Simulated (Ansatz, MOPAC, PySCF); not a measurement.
Stepwise substitution at one centre (In H-OH). Isolated molecules, 0 K electronic values unless said otherwise. One relaxed conformer stands for each flexible species; it need not be the lowest. Strings in code marks are SMILES.

Quantity: vertical ionisation energy (energy after one electron is removed minus that of the parent at the parent's geometry), in eV.

Level 1: frozen-core MP2/def2-TZVPP // B3LYP-D3(BJ)/def2-TZVP (Ansatz, an electronic-structure program)
Level 2: minus the HOMO energy of HF/6-31G* (LANL2DZ on In) // B3LYP-D3(BJ)/def2-TZVP (PySCF)
Level 3: minus the HOMO energy of M06-2X/def2-TZVP // B3LYP-D3(BJ)/def2-TZVP (PySCF)
Level 4: minus the HOMO energy of PM3 // B3LYP-D3(BJ)/def2-TZVP (MOPAC)

```json
[
 {"species": "`[OH][InH2]`", "level 2": "11.52", "level 3": "9.53", "level 4": "11.79"}
]
```

**Question.** What does level 1 give for each?

**Answer.** 
- `[OH][InH2]`: 10.94
